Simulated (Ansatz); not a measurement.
ZrSi₂O₅H₆⁻, that is (OH)2Zr(OSiH2)2O with one electron more. Charge -1, multiplicity 2. Geometry B3LYP-D4/def2-SVPD.

Cartesian coordinates in Å:
```
Zr 0.6901 1.3115 -0.6302
O 2.4335 1.5596 -1.6147
O 0.0450 3.2252 -0.6821
O 0.4282 -0.6738 -1.1941
Si -0.3790 -1.9961 -0.6963
O -0.9516 -1.8332 0.8760
Si -0.9110 -0.4850 1.8798
O -0.3387 0.8316 1.1139
H 3.2314 1.0445 -1.7389
H -0.7916 3.6440 -0.4761
H -1.5714 -2.2829 -1.5589
H 0.4947 -3.2136 -0.7087
H -2.3121 -0.2743 2.3681
H -0.0676 -0.8577 3.0621
```

In the def2 sets Zr takes a core potential; there is no spin–orbit coupling. At PBE-D4/def2-SVP, PBE0-D4/def2-SVP the highest occupied level of the relaxed charge -1 doublet lies above zero (up to 1.20 eV). Energy differences put its binding near zero (-0.09 eV; each at its own geometry, to the charge 0 singlet, at PBE-D4/def2-SVP), which leaves it undecided. No other spin state of charge -1 was run.

(1) Estimate the α-spin orbital energies around the gap (eV) in Ansatz with PBE-D4/def2-SVP, PBE0-D4/def2-SVP.

## Answers

(1) 
```tsv
orbital	PBE-D4/def2-SVP	PBE0-D4/def2-SVP
HOMO−5	-2.86	-4.39
HOMO−4	-2.70	-4.23
HOMO−3	-2.64	-4.10
HOMO−2	-2.55	-4.08
HOMO−1	-2.28	-3.84
HOMO	1.20	0.32
LUMO	3.13	3.67
LUMO+1	3.26	4.12
LUMO+2	3.56	4.39
LUMO+3	3.61	4.41
LUMO+4	3.78	4.76
LUMO+5	3.89	4.85
β HOMO	-2.28	-3.85
β LUMO	2.23	3.06
```
